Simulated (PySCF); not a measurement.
Atoms are numbered as in `[F:1][c:2]1[o:3][c:4]2[cH:5][cH:6][cH:7][cH:8][c:9]2[p:10]1`; H(Xn) means a hydrogen on atom n.

[PySCF: geometry: GFN2-xTB; shieldings: GIAO PBE0/pcSseg-1; no relativistic terms; gas phase; one conformer]

δ = σ(ref) − σ, references computed at the same level: 13C (186.93 ppm) and 1H (31.72 ppm) vs TMS; CFCl3 for 19F (170.95 ppm); 17O (336.08 ppm) against H2O; H3PO4 for 31P (318.38 ppm).

| atoms | nucleus | count | δ (ppm) |
| --- | --- | --- | --- |
| H(C8) | 1H | 1 | 8.31 |
| C6 | 13C | 1 | 131.4 |
| C5 | 13C | 1 | 118.5 |
| P10 | 31P | 1 | ? |
| C7 | 13C | 1 | 128.9 |
| C8 | 13C | 1 | 135.2 |
| H(C6) | 1H | 1 | 7.76 |
| O3 | 17O | 1 | ? |
| C2 | 13C | 1 | ? |
| C9 | 13C | 1 | 144.1 |
| H(C7) | 1H | 1 | 7.65 |
| C4 | 13C | 1 | ? |
| H(C5) | 1H | 1 | 7.82 |
| F1 | 19F | 1 | -66.9 |

Estimate the values marked ?.

Results:


- C2: 213.3 ppm, aromatic carbon bearing fluorine; the electronegative substituent deshields the carbon that carries it
- C4: 156.1 ppm, ring-fusion aromatic carbon
- O3: 307.5 ppm, aromatic ring oxygen
- P10: 5.6 ppm, phosphorus bonded to 2 C, in a 5-membered ring

Shifts are as computed. Against solution values, carbons near 30 ppm lie about +3 ppm off and those near 130 ppm about +5 ppm. Of 1211 compounds with measured shifts, 218 miss one by over three times the rms of a fit or turn the order of signals round; such compounds aren't used in these exercises. Unscaled 19F shifts against computed CFCl3 carry errors that often reach 10 to 50 ppm. Unscaled 17O shifts of doubly bonded oxygen tend to come out too high, by tens of ppm or more. Experimental scales use liquid or dissolved standards, which lie at an offset from isolated H2O (liquid H2O: subtract about 36 ppm) and H3PO4.
